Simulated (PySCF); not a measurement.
Ru(37+): ionisation energy

Ru(37+) [He] 2s2 2p3 [2p1/2^2 2p3/2^1, M_J = 3/2] → Ru(38+) [He] 2s2 2p2 [2p1/2^2, M_J = 0], as a difference of total energies. Calculation: PySCF 2.14, in an uncontracted even-tempered set (17 s from 17 bohr⁻², ratio 2.4; 12 p from 21 bohr⁻², ratio 2.4; 5 d from 75 bohr⁻², ratio 2.6; 4 f from 110 bohr⁻², ratio 2.6); the two-component X2C-1e Hamiltonian. Correlated levels: nothing frozen; the 32 highest virtual spinors dropped. "Screened" scales the spin-orbit matrix elements by Boettger's factors to mimic the two-electron term; Breit and QED terms are absent.

```json
{"method": "GHF (spin-free)", "ionisation energy (eV)": "5395.2"}
{"method": "GMP2 (spin-free)", "ionisation energy (eV)": "5395.0"}
{"method": "GHF (screened spin-orbit)", "ionisation energy (eV)": "5327.8"}
{"method": "GMP2 (screened spin-orbit)", "ionisation energy (eV)": "5327.1"}
```

For this ion Breit and QED terms and the two-electron picture change, all absent here, outweigh the correlation shift from GHF to GMP2.

The spin-free rows relax to the high-spin LS determinant and lack the spin-orbit shift.

The labels give the starting determinants; with spin-orbit coupling the two ends relaxed to ⟨J²⟩ = 3.75, ⟨L²⟩ = 2.18, ⟨S²⟩ = 1.69 and ⟨J²⟩ = 0.00, ⟨L²⟩ = 1.33, ⟨S²⟩ = 1.33.

For comparison: 5330 ± 40 eV (semi-empirical (NIST evaluation); NIST Atomic Spectra Database, ionization energies).
